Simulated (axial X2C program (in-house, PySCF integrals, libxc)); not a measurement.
**Testing model relations on ZrN⁺**

A bond curve at the PBE0 level, two-component, was computed with an in-house all-electron X2C program for linear molecules (integrals from PySCF) (basis Zr dyall-cv3z [11s12p9d6f3g], N dyall-av3z [7s7p3d2f] (cores contracted in-house)) for the state Ω = 0 (closed shell). Its fit gives Re = 1.6343 Å, ωe = 1133.8 cm⁻¹, ωexe = 3.21 cm⁻¹ and αe = 2.163e-03 cm⁻¹; the masses are 89.9047 and 14.0031 u. Two-component means X2C with spin–orbit coupling and atomic mean-field Coulomb and Gaunt terms.

(1) Find the reduced mass, Be and the force constant.

(2) Where do the fundamental and the first overtone lie?

(3) A Morse curve ties αe to the other constants (Pekeris). How well does that hold?

(4) Give B0, the J = 1←0 line in GHz and the most populated J at 300 K (kT = 208.5 cm⁻¹).

(5) Estimate the centrifugal constant by the Kratzer relation.

Occupations by symmetry block were frozen at the best pattern of an incomplete PBE0 search.

Results:

(1) From the PBE0 values: μ = 12.1160 u. Be = 16.8576/(μ Re²) = 0.5209 cm⁻¹. k = 5.8918×10⁻⁷ μ ωe² = 9.18 mdyn/Å.

(2) ν(1←0) = ωe − 2ωexe = 1127.4 cm⁻¹; ν(2←0) = 2ωe − 6ωexe = 2248.3 cm⁻¹.

(3) αe(Morse) = 6Be²/ωe × (√(ωexe/Be) − 1) = 2.129e-03 cm⁻¹; the PBE0 curve gives 2.163e-03 cm⁻¹, a ratio of 0.98.

(4) B0 = Be − αe/2 = 0.5198 cm⁻¹; 2B0 = 31.17 GHz; J(max) ≈ √(kT/2B0) − 1/2 = 13.7, so J = 14.

(5) D = 4Be³/ωe² = 4.40e-07 cm⁻¹.
